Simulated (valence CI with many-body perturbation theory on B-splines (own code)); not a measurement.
## Forbidden lines of Ta24+

Level of theory: valence CI with perturbative core correlation (CI+MBPT): three valence electrons over a frozen Dirac-Fock core [Kr] 4d10, radial functions for each j: 7 s, 7 p, 7 d, 7 f, 4 g, 2 h, with the one-electron correlation potential Σ1, the two-electron term Σ2, the three-electron term Σ3, Breit, model QED; selected CI, second order for the rest, scaled by the run's own slope (own B-spline code, finite nucleus).

No measured spectrum was set against this ion. As an estimate, terms of the open shell hold to a few per cent of their energy, and close levels can change places. Excitations out of the core, of the other parity, are not computed and may begin above about 157 eV (a cautious bound); beyond it only levels of the ground parity were kept, without lifetimes.

Lines 1 to 50 of 120 in falling wavelength, among levels below 156.98 eV, chosen from the decays that carry over 1 % of a level's rate. Wavelengths and rates use the calculated energies, so an error of 2000 cm⁻¹ moves a line at 2015 nm by 40 % and its rate by three times that or more. Weak lines are less certain than strong ones. Lines between different terms over intervals too small for the method are left out, as are lines whose strength nearly cancels. Where a level lies close to another of its J and parity, the split of strength between their lines is uncertain.

Levels are named by their leading jj configuration (3d3/2^4 stands for four electrons in 3d with j = 3/2), which in mixed levels can hold well under half, so a name can repeat and another be missing. Letters in brackets count levels of one name in rising energy.

```csv
λ vac (nm),Upper,Lower,Type,A (s⁻¹),Branch %
2015,(4f5/2^2 4f7/2) J=3/2 [a],(4f5/2^2 4f7/2) J=5/2 [a],M1,7.50e-01,1.3
1787,(4f5/2^2 4f7/2) J=7/2 [a],(4f5/2^2 4f7/2) J=5/2 [a],M1,2.65e+00,6.6
1627,(4f5/2^2 4f7/2) J=3/2 [b],(4f5/2^2 4f7/2) J=5/2 [c],M1,5.55e+00,3.4
1287,(4f5/2^2 4f7/2) J=5/2 [b],(4f5/2^2 4f7/2) J=5/2 [a],M1,1.82e+00,5.8
1209,(4f5/2^2 4f7/2) J=7/2 [b],(4f5/2^2 4f7/2) J=5/2 [b],M1,8.83e+00,6.8
1110,(4f5/2 4f7/2^2) J=11/2 [b],(4f5/2^2 4f7/2) J=11/2 [b],M1,9.01e+00,3.1
1040,(4f5/2^2 4f7/2) J=11/2 [b],(4f5/2 4f7/2^2) J=9/2 [b],M1,1.23e+01,11.0
1004,(4f5/2^2 4f7/2) J=7/2 [a],(4f5/2^2 4f7/2) J=9/2,M1,1.03e+01,25.8
957.2,(4f5/2^2 4f7/2) J=7/2 [b],(4f5/2^2 4f7/2) J=7/2 [a],M1,5.85e+00,4.5
936.7,(4f5/2 4f7/2^2) J=13/2 [b],(4f5/2 4f7/2^2) J=11/2 [b],M1,8.22e+00,3.7
897.6,(4f5/2 4f7/2^2) J=1/2,(4f5/2^2 4f7/2) J=3/2 [b],M1,4.69e+01,25.8
844.4,(4f5/2^2 4f7/2) J=15/2,(4f5/2^2 4f7/2) J=13/2,M1,1.37e+01,3.4
820.9,(4f5/2^2 4f7/2) J=5/2 [a],(4f5/2^3) J=3/2,M1,4.83e+01,99.9
803.4,(4f5/2^2 4f7/2) J=3/2 [b],(4f5/2^2 4f7/2) J=1/2,M1,5.84e+00,3.6
802.7,(4f5/2 4f7/2^2) J=9/2 [b],(4f5/2 4f7/2^2) J=9/2 [a],M1,3.40e+00,1.1
746.0,(4f5/2 4f7/2^2) J=9/2 [a],(4f5/2^2 4f7/2) J=7/2 [a],M1,2.72e+01,9.1
740.3,(4f5/2 4f7/2^2) J=15/2 [a],(4f5/2 4f7/2^2) J=13/2 [a],M1,7.07e+01,100.0
648.7,(4f5/2 4f7/2^2) J=9/2 [b],(4f5/2^2 4f7/2) J=7/2 [b],M1,1.03e+02,34.4
645.5,(4f5/2 4f7/2^2) J=13/2 [a],(4f5/2^2 4f7/2) J=11/2 [a],M1,1.62e+02,100.0
627.9,(4f5/2^2 4f7/2) J=3/2 [b],(4f5/2 4f7/2^2) J=3/2 [a],M1,1.71e+00,1.1
623.4,(4f5/2^2 4f7/2) J=7/2 [b],(4f5/2^2 4f7/2) J=5/2 [a],M1,8.17e+01,62.9
610.1,(4f5/2 4f7/2^2) J=5/2 [a],(4f5/2 4f7/2^2) J=7/2 [a],M1,5.15e+00,1.3
601.0,(4f5/2 4f7/2^2) J=7/2 [b],(4f5/2 4f7/2^2) J=5/2 [a],M1,2.53e+01,13.2
588.8,(4f5/2 4f7/2^2) J=5/2 [a],(4f5/2 4f7/2^2) J=3/2 [a],M1,5.13e+01,13.2
583.3,(4f5/2^2 4f7/2) J=3/2 [a],(4f5/2^3) J=3/2,M1,5.82e+01,98.7
556.0,(4f5/2^2 4f7/2) J=11/2 [a],(4f5/2^3) J=9/2,M1,2.21e+02,100.0
537.0,(4f5/2 4f7/2^2) J=11/2 [b],(4f5/2 4f7/2^2) J=9/2 [b],M1,6.20e+01,21.1
511.7,(4f5/2^2 4f7/2) J=11/2 [b],(4f5/2^2 4f7/2) J=13/2,M1,1.74e+00,1.6
511.4,(4f7/2^3) J=9/2,(4f5/2 4f7/2^2) J=7/2 [a],M1,8.03e+01,14.6
508.0,(4f5/2 4f7/2^2) J=13/2 [b],(4f5/2^2 4f7/2) J=11/2 [b],M1,1.41e+01,6.4
501.3,(4f5/2^2 4f7/2) J=11/2 [b],(4f5/2 4f7/2^2) J=11/2 [a],M1,9.39e+00,8.4
501.2,(4f5/2^2 4f7/2) J=5/2 [b],(4f5/2^3) J=3/2,M1,2.90e+01,91.9
490.1,(4f5/2^2 4f7/2) J=7/2 [b],(4f5/2^2 4f7/2) J=9/2,M1,1.14e+01,8.8
466.3,(4f5/2 4f7/2^2) J=7/2 [a],(4f5/2^2 4f7/2) J=5/2 [b],M1,1.65e+02,48.7
466.1,(4f5/2 4f7/2^2) J=3/2 [b],(4f5/2^2 4f7/2) J=5/2 [c],M1,3.86e+01,5.0
453.0,(4f5/2^2 4f7/2) J=11/2 [b],(4f5/2 4f7/2^2) J=9/2 [a],M1,1.13e+00,1.0
447.2,(4f5/2^2 4f7/2) J=5/2 [c],(4f5/2^2 4f7/2) J=7/2 [b],M1,3.00e+01,13.3
428.0,(4f5/2 4f7/2^2) J=9/2 [a],(4f5/2^2 4f7/2) J=9/2,M1,1.73e+02,57.6
423.9,(4f5/2 4f7/2^2) J=1/2,(4f5/2^2 4f7/2) J=1/2,M1,2.67e+01,14.7
423.3,(4f5/2 4f7/2^2) J=7/2 [a],(4f5/2^2 4f7/2) J=7/2 [a],M1,9.21e+01,27.2
423.1,(4f5/2^2 4f7/2) J=9/2,(4f5/2^2 4f7/2) J=11/2 [a],M1,4.64e+01,14.2
422.6,(4f5/2 4f7/2^2) J=3/2 [a],(4f5/2^2 4f7/2) J=3/2 [a],M1,2.32e+02,53.6
419.4,(4f5/2 4f7/2^2) J=7/2 [b],(4f5/2^2 4f7/2) J=5/2 [c],M1,1.23e+02,64.2
392.4,(4f5/2 4f7/2^2) J=11/2 [a],(4f5/2^2 4f7/2) J=9/2,M1,1.37e+02,43.8
386.7,(4f5/2 4f7/2^2) J=9/2 [b],(4f5/2^2 4f7/2) J=7/2 [a],M1,3.20e+01,10.7
369.4,(4f5/2 4f7/2^2) J=1/2,(4f5/2 4f7/2^2) J=3/2 [a],M1,6.62e+01,36.5
368.4,(4f5/2^2 4f7/2) J=1/2,(4f5/2^2 4f7/2) J=3/2 [a],M1,8.10e+01,35.0
367.7,(4f5/2 4f7/2^2) J=15/2 [b],(4f5/2^2 4f7/2) J=15/2,M1,1.63e+02,29.7
365.2,(4f5/2 4f7/2^2) J=13/2 [b],(4f5/2^2 4f7/2) J=15/2,M1,4.92e+00,2.2
361.7,(4f7/2^3) J=9/2,(4f5/2 4f7/2^2) J=11/2 [a],M1,4.43e+01,8.0
```
